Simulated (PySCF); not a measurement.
## Static response to an electric field

Species: C2H6BrOPSi.
Geometry (PBE0-D3(BJ)/def2-SVP, Å), atoms numbered from 1 in this order:
```xyz
12
C2H6BrOPSi angstrom
C     -2.5402   -0.7207   -0.3378
C     -1.4874    0.0779   -0.1586
O     -0.1845   -0.2922   -0.1210
Si     0.4686   -1.8239    0.0143
P      2.6833   -1.6649    0.3063
Br     0.1315   -2.9880   -1.8535
H     -2.4464   -1.7971   -0.5027
H     -3.5409   -0.2872   -0.3430
H     -1.5973    1.1590   -0.0240
H     -0.2126   -2.5482    1.1209
H      2.5439   -0.5857    1.2341
H      2.8126   -0.8018   -0.8239
```

Level: B3LYP/def2-SVPD (PySCF), static field, nuclei fixed, core orbitals frozen in the response. The polarisability tensor in these axes (au):

```
x   123.93   0.03   7.86
y     0.03  95.08  10.11
z     7.86  10.11  92.18
```

Give the principal values, the mean and the anisotropy Δα = √{½[(α1 − α2)² + (α2 − α3)² + (α1 − α3)²]}.

Principal values 82.54, 102.69 and 125.96 au; mean 103.73 au = 15.37 Å³ = 17.10 × 10⁻⁴⁰ C²·m²/J; Δα = 37.64 au (36 % of the mean).

What is the dipole moment, and where does it point?

(-0.13, 0.92, 1.02) D, 1.38 D in size, pointing from the negative to the positive side. Measured along this direction, the outermost atoms are Br6 at the negative end and H9 at the positive end.

Find the Langevin capture rate constant for O2+ (31.990 u) meeting this molecule (183.911 u), k = 2.342 × 10⁻⁹ cm³/s × √(α in Å³ / reduced mass in u).

The reduced mass is 27.25 u, so k = 1.76 × 10⁻⁹ cm³/s. The formula leaves out the permanent dipole, which adds to the capture rate.

What would n − 1 = 2πNα be for an ideal gas of these molecules at 400 K and 1 atm, electronic part alone?

N = p/kT = 1.8347 × 10¹⁹ cm⁻³, so n − 1 = 2π × N × 15.37 × 10⁻²⁴ cm³ = 1772 × 10⁻⁶ at long wavelengths.

What are the principal values of the traceless quadrupole moment, Θ = ½Σq(3rr − r²1), about the centre of nuclear charge?

-2.00, 0.22, 1.78 D·Å. The values depend on the origin, since the dipole doesn't vanish. The electronic extent ⟨r²⟩ about the same centre is 1518 bohr², a root-mean-square distance of 2.17 Å for the 90 electrons.

Geometry: PBE0-D3(BJ)/def2-SVP, one conformer, isolated molecule. The calculation is non-relativistic, for bromine too.

These values come from a run that also computed excited states. Time: 42 s of wall time (grids of density and orbitals included); peak memory 0.95 GiB. Hardware: Arm Neoverse V1, one thread, shared host with 32 logical CPUs at a one-minute load of 10.
